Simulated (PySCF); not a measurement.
C₄H₆ClF, SMILES F/C=C/CCCl. Geometry: PBE-D3(BJ)/def2-SVP. The structure was generated by enumeration; whether it is a known compound was not checked. The values are those of a single conformer.

Give the equilibrium geometry at PBE-D3(BJ)/def2-SVP (PySCF confirms it by a frequency run) as a Z-matrix. (Estimate from the structure and the level; the computed values follow.)

This is not unique; one that fits is 
```
C
H 1 1.1136
H 1 1.1148 2 104.93
C 1 1.5042 2 109.87 3 116.33
C 4 1.3414 1 126.11 2 116.07
F 5 1.3456 4 121.66 1 178.87
H 5 1.1022 4 125.69 1 -2.53
H 4 1.1032 5 116.99 7 177.55
C 1 1.5217 2 108.97 3 -113.62
H 9 1.1060 1 110.63 2 62.33
H 9 1.1079 10 108.57 1 -122.62
Cl 9 1.8119 10 105.92 11 -114.28
```
